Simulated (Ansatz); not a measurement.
FGaH2 (SMILES [F][GaH2]) moved off its minimum; all values from Ansatz (a quantum-chemistry and plane-wave program), cores frozen in correlated methods.
(charge 0, multiplicity 1)
```xyz
4

Ga    -0.15079    -0.28007     0.10534
H      0.60418    -1.06097     1.19887
H     -1.44444    -0.59123    -0.66228
F      0.59656     1.21548    -0.38686
```

Question: Give the forces (eV/Å), the total energy and the dipole at CCSD(T)/aug-cc-pVTZ.

Answer: 
```
atom      Fx      Fy      Fz
----  ------  ------  ------
Ga1   -0.092  -0.309   0.085
H2     0.230  -0.243   0.365
H3    -0.519  -0.157  -0.257
F4     0.380   0.709  -0.193
```
Energy -2024.3308 hartree, dipole 2.22 D.
